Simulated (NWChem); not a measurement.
Ionisation of NSi

```xyz
2

Si     0.0000     0.0000     0.5250
N      0.0000     0.0000    -1.0499
```
Charge 0, spin multiplicity 2.

All runs are NWChem calculations. The geometry was optimised at UPBE0/def2-SVP, a minimum by its harmonic frequencies.

Basis set: def2-TZVP. The species with one electron less has spin multiplicity 3 and keeps the geometry of the parent. Δ marks differences of total energies (open shells unrestricted). −ε marks an orbital energy of the parent. That orbital need not have the symmetry of the hole or added electron in the Δ rows.

B3LYP has NWChem's definition, with VWN1-RPA local correlation. The structure started from a generated list of species. The unpaired electrons of the parent sit in orbitals of symmetry a1 (C2v labels of the run); other states weren't searched. No SCF solution was tested for a lower state.

Task: For the first vertical ionisation energy, −ε(beta HOMO) of PBE gives 6.75 eV and −ε(beta HOMO) of BHandHLYP gives 8.81 eV. What do −ε(beta HOMO) of B3LYP, ΔBHandHLYP, ΔB3LYP give?

Result: −ε(beta HOMO) of B3LYP: 7.64 eV; ΔBHandHLYP: 9.95 eV; ΔB3LYP: 10.34 eV.
